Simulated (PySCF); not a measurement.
9,10-dihydroanthracene: full NMR table

* Formula: C14H12
* SMILES: c1ccc2c(c1)Cc1ccccc1C2
* InChI: InChI=1S/C14H12/c1-2-6-12-10-14-8-4-3-7-13(14)9-11(12)5-1/h1-8H,9-10H2
* Point group of the computed structure: C2v
* Degrees of unsaturation: 9
* Carbon signals: 4
* Proton signals: 3

Bonds (- single, = double, # triple, : aromatic): C1:C2, C2:C3, C3:C4, C4:C5, C5:C6, C5-C7, C7-C8, C8:C9, C9:C10, C10:C11, C11:C12, C12:C13, C13-C14, C6:C1, C13:C8, C14-C4. C1 carries H15; C2 carries H16; C3 carries H17; C6 carries H18; C7 carries H19, H20; C9 carries H21; C10 carries H22; C11 carries H23; C12 carries H24; C14 carries H25, H26.

Level of theory: B97-2/pcSseg-1 with gauge-including orbitals, structure optimised with PBE0-D3(BJ)/def2-SVP, J couplings at B3LYP/pcJ-1 (without the spin–dipole term), in PySCF (one averaged value for each set of equivalent atoms, one conformer, relativity neglected, in vacuum).

Scale: ¹H (31.38 ppm), ¹³C (183.69 ppm) vs TMS (reference shieldings calculated alike).

| carbon | δC, type | δH (multiplicity, J in Hz) | HMBC from (abs. J ≥ 3 Hz) | span of the C tensor (ppm) |
| --- | --- | --- | --- | --- |
| C1/C2/C10/C11 | 128.6, CH | 7.27 (m) | H17/H18/H21/H24 | 224 |
| C3/C6/C9/C12 | 129.2, CH | 7.34 (m) | H15/H16/H22/H23, H19/H20/H25/H26 | 206 |
| C4/C5/C8/C13 | 139.6, C | – | H17/H18/H21/H24, H15/H16/H22/H23, H19/H20/H25/H26 | 223 |
| C7/C14 | 39.9, CH2 | 3.71 (m) | H17/H18/H21/H24 | 29 |

Selected couplings (Hz, signed; the shortest-range and largest first, 30 at most; isotopes ¹³C, ¹H): ¹J(C1,H15) 166.4, ¹J(C3,H17) 163.6, ¹J(C7,H19) 133.3, ³J(H15,H18) 8.3, ⁴J(H17,H25) -1.0.

1. Carbon types of the structure: 4 × C, 8 × CH, 2 × CH2, which accounts for all hydrogens.
2. δC 139.6: substituted aromatic carbon.
3. δC 129.2, 128.6: aromatic CH; the aromatic region.
4. δC 39.9: sp3 CH2 on an aromatic ring; a saturated carbon with 2 carbon neighbours and no heteroatom attached.
5. δH 7.34, 7.27: hydrogen on an aromatic CH; ring-current deshielding.
6. δH 3.71: hydrogen on an sp3 CH2 on an aromatic ring.

Multiplet labels drop couplings under 1 Hz and merge nearly equal ones. Couplings among chemically equivalent protons are left out too, so labels in AA′BB′ or AA′XX′ sets are apparent multiplicities. Unscaled 3J(H,H) at this level run about 10 % above measured values. Shifts are as computed. Against solution values, carbons near 30 ppm lie about +1 ppm off and those near 130 ppm about +2 ppm. Of 1211 compounds with measured shifts, 218 miss one by over three times the rms of a fit or turn the order of signals round; such compounds aren't used in these exercises.
